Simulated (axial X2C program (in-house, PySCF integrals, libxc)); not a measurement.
**Estimating the spin–orbit splitting of the π levels of CaBr⁻**

Computed with an in-house all-electron X2C program for linear molecules (integrals from PySCF). Spin-free means the one-electron spin-free X2C Hamiltonian; two-component (2c) means X2C with spin–orbit coupling and atomic mean-field two-electron Coulomb and Gaunt terms, so the difference of the two also holds small scalar two-electron terms. Basis: Br dyall-acv3z [9s10p7d5f1g], Ca dyall-acv3z [12s13p7d5f] (cores contracted in-house); Gaussian nuclei, density fitting, unrestricted open shells. Masses: Br 78.918 u, Ca 39.963 u.

Hartree–Fock at 2.722 Å, closed shell. Valence p splittings ε(p3/2) − ε(p1/2) of spherical Dirac–Hartree–Fock atoms with fractionally filled p shells: Br 4p 0.556 eV.

```tsv
filled π level (eV), spin-free	Br p share	Ca p share
-6.58	0.89	0.02
```

Problem. In first order a p shell splits by 3ζ/2 and a π orbital by ζ. Estimate the splitting of each π level from the shares.

Solution. level -6.58 eV: (2/3) × (0.89 × 0.556) = 0.33 eV.

The two-component Hartree–Fock calculation gives:

```csv
ε(ω = 1/2) (eV),σ share of it,ε(ω = 3/2) (eV),splitting (eV),estimate (eV)
-6.659,0.14,-6.399,0.26,0.33
```

The estimate leaves out the mixing of π1/2 with σ1/2 levels, which pushes the ω = 1/2 spinor up or down, the d and f parts of the orbital, small shares of the strongly split outer-core p shell of a metal, the Gaunt term (absent from the atomic values), and the change of the atomic p orbitals with charge; Löwdin shares depend on the basis.
